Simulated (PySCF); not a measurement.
Ionisation of dibenzothiophene

Molecule: dibenzothiophene, `c1ccc2c(c1)sc1ccccc12` (C12H8S). Non-hydrogen atoms are numbered in `[cH:1]1[cH:2][cH:3][c:4]2[c:5]([cH:6]1)[s:7][c:8]1[cH:9][cH:10][cH:11][cH:12][c:13]21`. These are map numbers, not IUPAC locants.

These are calculated values, ωB97X-D3(BJ)/ma-def2-SVP in PySCF (grid level 2) at geometries from PBE0-D3(BJ)/def2-SVP. The prefix ma- adds one diffuse s and one diffuse p function on all atoms but H. Thermal corrections: GFN2-xTB frequencies, unscaled, ideal gas at 298.15 K and 1 bar, quasi-RRHO entropy. These were taken at the GFN2-xTB minima.

Frontier levels of the parent: HOMO -8.39 eV, LUMO 0.58 eV.

Oxidation to the radical cation:
- Vertical ionisation energy (electronic): 8.14 eV
- Adiabatic ionisation energy (with zero-point energy): 8.01 eV
- Adiabatic, electronic part: 8.06 eV
- Vertical gap at the product's structure: 7.99 eV
- Inner reorganisation energy (four-point): 146 meV
- Relaxation of product / of parent: 78 / 68 meV
- ⟨S²⟩ of the product: 0.790
- Largest spin populations: S7 0.51, C2 0.18, C11 0.17, C6 0.17
- Largest changes of atomic charge: S7 0.36, C2 0.08, C11 0.08
- Distances that move most (Å): C5–S7 1.749 → 1.723; S7–C8 1.749 → 1.723; C2–C3 1.388 → 1.408; C11–C12 1.388 → 1.408
- Potential in DMF: 6.23 V absolute (solvation -21 → -190 kJ/mol)

Solvents are IEF-PCM continua (electrostatics only, gas-phase structures); absolute potentials refer to an electron at rest in vacuum.

Measured values (NIST Chemistry WebBook, evaluated or the median of agreeing entries): vertical ionisation energy 7.97 eV (computed 8.14, difference 0.17); adiabatic ionisation energy 7.90 eV (computed 8.01, difference 0.11).

Note: ma-def2-SVP is a small basis, whose errors can reach tens of kJ/mol.
